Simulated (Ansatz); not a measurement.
Gas-phase electronic energies from Ansatz, PBE0-D4/def2-TZVP geometries. CBS: MP2 limit from def2 TZ/QZ plus the TZ coupled-cluster correction, frozen cores. This one scheme is used for every species. DFT in def2-TZVPP. For Ge outer-core shells are correlated without core-valence functions, which leaves a few kJ/mol of doubt a bond. Scalar relativity is left out up to krypton.

Consider the ligand exchange at a Ge–C bond: `[GeH3][c]1ccccc1` + CH₃SH → `C[S][GeH3]` + `c1ccccc1`.

`[GeH3][c]1ccccc1`:

Z-matrix (Å, degrees):
```
Ge
C 1 1.945
H 1 1.540 2 110.8
H 1 1.538 2 109.6 3 -119.7
H 1 1.538 2 109.6 3 119.7
C 2 1.393 1 120.7 3 -89.9
C 2 1.393 1 120.7 3 89.3
C 6 1.387 2 120.8 1 179.0
H 6 1.086 2 120.1 1 -1.3
C 7 1.387 2 120.8 1 -179.0
H 7 1.086 2 120.1 1 1.3
C 8 1.387 6 120.0 2 0.1
H 8 1.084 6 119.9 2 179.9
H 10 1.084 7 119.9 2 -179.9
H 12 1.084 8 120.1 6 179.9
```

CH₃SH:

Z-matrix (Å, degrees):
```
C
S 1 1.806
H 1 1.089 2 111.5
H 1 1.089 2 111.5 3 -123.8
H 1 1.090 2 106.2 3 118.1
H 2 1.342 1 97.1 3 61.9
```

`C[S][GeH3]`:

Z-matrix (Å, degrees):
```
C
S 1 1.813
H 1 1.090 2 106.7
H 1 1.090 2 111.3 3 118.5
H 1 1.090 2 111.3 3 -118.5
Ge 2 2.212 1 99.2 3 -180.0
H 6 1.533 2 106.6 1 179.9
H 6 1.540 2 109.9 1 59.8
H 6 1.540 2 109.9 1 -60.0
```

`c1ccccc1`:

```xyz
12

C    -0.917    1.039    0.070
C    -0.226    0.645    1.207
C     0.691   -0.394    1.137
C     0.917   -1.039   -0.070
C     0.226   -0.645   -1.207
C    -0.691    0.394   -1.137
H    -1.633    1.851    0.125
H    -0.403    1.149    2.151
H     1.230   -0.702    2.026
H     1.633   -1.851   -0.125
H     0.403   -1.149   -2.151
H    -1.230    0.702   -2.025
```

```
             level  ΔE (eV)
            B97M-V    -0.68
            B2PLYP    -0.63
              PBE0    -0.68
SCS-MP2/def2-QZVPP    -0.57
```

Q: What does CCSD(T)/CBS give? (Estimate.)

A: The calculation gave: -0.59 eV. The listed levels differ from it by -0.09, -0.04, -0.09, 0.02 eV.

Largest T1 diagnostic among the species: 0.011.

In def2-TZVPP, CCSD(T) changes the Hartree–Fock value by +0.15 eV (the triples alone add +0.02 eV) and MP2 by +0.16 eV. The D4 term adds +0.04 eV with B3LYP and +0.02 eV with PBE0; it sums over pairs of atoms, weighted by their polarisabilities, and B3LYP, whose exchange is more repulsive, gets the larger term.

B3LYP here is the variant with VWN-RPA as its local correlation; programs differ in this.
